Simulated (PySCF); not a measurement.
CH$_{2}$Cl, doublet, at a GFN2-xTB geometry. Base run: PBE/STO-3G (PySCF).

Input for PySCF:
```python
from pyscf import gto, scf, dft

mol = gto.M(
    atom='''
C    -1.09862696    0.00303740   -0.02301348
Cl    0.57686873   -0.00159488    0.01208396
H    -1.60478493    0.94530203   -0.03926969
H    -1.61022182   -0.93641342   -0.02807665
''',
    basis='sto-3g',
    spin=1,
    verbose=4,
)

mf = dft.UKS(mol)
mf.xc = 'pbe'
mf.kernel()
```

The base run was repeated with changes; each row names its change, and settings that it needs were set with it.

```csv
change,E (Eh),HOMO (eV),dipole (D),<S^2>,core-seconds (rough)
base,-493.67034,-2.78,1.22,0.753,0.8
functional = lc_wpbe,-493.77940,-7.71,1.52,0.754,2
functional = bp86,-493.95014,-2.87,1.21,0.753,0.6
functional = wb97m_v,-493.96609,-6.66,1.37,0.754,40
functional = hse06,-493.77484,-4.18,1.41,0.754,2
functional = wb97x_v,-493.87835,-7.04,1.43,0.754,40
functional = tpssh,-493.97107,-3.81,1.34,0.755,2
functional = scan,-493.95750,-3.48,1.38,0.755,1
functional = b97-1,-493.88064,-4.15,1.27,0.754,0.8
functional = blyp,-493.84866,-2.64,1.15,0.753,0.8
functional = x3lyp,-493.85611,-4.29,1.32,0.754,0.9
functional = wb97x,-493.93654,-7.12,1.46,0.755,0.9
functional = pbe0; dispersion = d3bjm,-493.75770,-4.59,1.41,0.754,0.9
```

Total energies compare only within one method and basis.

Open shells are given as the SCF converged; they aren't shown to be the lowest states, and a large step between rows can be another state.
